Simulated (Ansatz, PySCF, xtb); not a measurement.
Complex: boric acid (SMILES OB(O)O) (first 7 atoms) with NH3 (SMILES N); geometry from B3LYP-D3(BJ)/def2-TZVP, rigid monomers moved along the line of their centres of mass till H7···N8 is 2.19 Å.
(charge 0, multiplicity 1):
```xyz
11

O     -0.002    -0.572    -1.198
B     -0.155    -0.196     0.110
O     -1.361     0.383     0.478
O      0.878    -0.412     0.966
H     -0.787    -0.377    -1.718
H     -1.398     0.621     1.408
H      0.698    -0.119     1.881
N      0.447     0.485     3.971
H      0.348     1.478     4.150
H     -0.266     0.002     4.506
H      1.346     0.202     4.347
```

Interaction energies are E(AB) − E(A) − E(B) at the monomers' geometry in the complex; basis-set methods are counterpoise corrected. Rows marked so take none.

Rows in 3-21G carry no dispersion term and start afresh at each structure.

The values were computed with Ansatz (Gaussian basis) for Hartree–Fock, density functionals and correlated methods; PySCF for 3-21G rows, the dispersion terms; xtb for the GFN methods. Each number belongs to the level named beside it.

Problem. One of these levels gives -444.2 meV for the interaction energy. Which?
A) B3LYP/3-21G (no counterpoise)
B) GFN-FF
C) PBE-D3(BJ)/def2-TZVPPD
D) HF/3-21G (no counterpoise)

Solution. B, GFN-FF. The others give -622.6 (HF/3-21G (no counterpoise)), -404.9 (PBE-D3(BJ)/def2-TZVPPD), -714.4 (B3LYP/3-21G (no counterpoise))

Ansatz is a quantum-chemistry and plane-wave program.
